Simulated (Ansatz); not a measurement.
Mulliken charges of `[OH][Ti]([OH])([OH])[I]` from r2SCAN/def2-TZVPP in Ansatz (PBE0-D4/def2-TZVP geometry).

```csv
atom,x (Å),y (Å),z (Å),charge (e)
O1,-0.692,1.043,1.183,-0.457
Ti2,0.125,0.124,-0.098,0.959
O3,1.851,-0.027,0.318,-0.447
O4,-0.584,-1.484,-0.343,-0.462
I5,-0.172,1.443,-2.323,-0.218
H6,-1.512,1.535,1.256,0.209
H7,2.471,-0.730,0.110,0.208
H8,-1.394,-1.960,-0.159,0.208
```

Q: By hand: the dipole of these point charges (1 e Å = 4.8032 D).

A: Σ q r = (-0.176, -0.213, 0.140) e Å, of length 0.310 e Å = 1.49 D.

Q: How does the dipole of the full density compare? (An estimate is asked.)

A: The calculation gave: (-0.299, -0.438, 0.340) e Å, 3.03 D; the point charges give 0.49 times that, at 7° from its direction.

Point charges leave out the atoms' own dipoles, such as those of lone pairs, and Mulliken's split depends on the basis, so the two needn't agree.
